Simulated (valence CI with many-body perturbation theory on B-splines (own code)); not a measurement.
# Sm XIV in brief

Computed by configuration interaction combined with many-body perturbation theory (CI+MBPT): three valence electrons over a frozen Dirac-Fock core [Kr] 4d10, radial functions for each j: 8 s, 8 p, 9 d, 9 f, 6 g, 3 h, 2 i, with the one-electron correlation potential Σ1, the two-electron term Σ2, the three-electron term Σ3, Breit, model QED; selected CI, second order for the rest (own B-spline code, finite nucleus).

No measured spectrum was set against this ion. As an estimate, terms of the open shell hold to a few per cent of their energy, and close levels can change places; configurations with another count of f electrons can be misplaced by thousands of cm⁻¹. Core correlation moves these levels by up to 57000 cm⁻¹, and in measured spectra 5 to 20 % of such shifts remained as error; rates that hang on mixing are uncertain with them.

Rates and lifetimes use the calculated energies. Strong lines usually hold to 10 to 20 %, long lifetimes can be off by a factor of two.

**Question.** What is the ground level?

**Answer.** 4f 5s2 2F°_5/2, composition 98 % 4f 5s2 2F°, g = 0.855.

**Question.** What are the static dipole polarisabilities of the lowest levels?

**Answer.** 4f 5s2 2F°_5/2 1.36 (tensor 0.030); 4f 5s2 2F°_7/2 1.36 (tensor 0.037) bohr³, of which the core gives 0.246.

**Question.** Where does the other parity begin?

**Answer.** At 4f2 5s 4H_7/2, 2.603 eV.

**Question.** How well does LS coupling describe the low levels?

**Answer.** Among the lowest 20 levels the leading LS term, summed over configurations, holds 88 % on average. For single configurations the figures are 87 % in LS and 73 % in jj coupling. Terms mix most in the J = 9/2 level at 4.174 eV, where the leading one holds 43 %.

**Question.** How is the term 2F° of the ground level split?

**Answer.** J = 5/2 at 0.000, J = 7/2 at 0.768 eV.

**Question.** What is the ionisation energy?

**Answer.** 254.6 eV; NIST lists 257 ± 12 eV (theoretical).
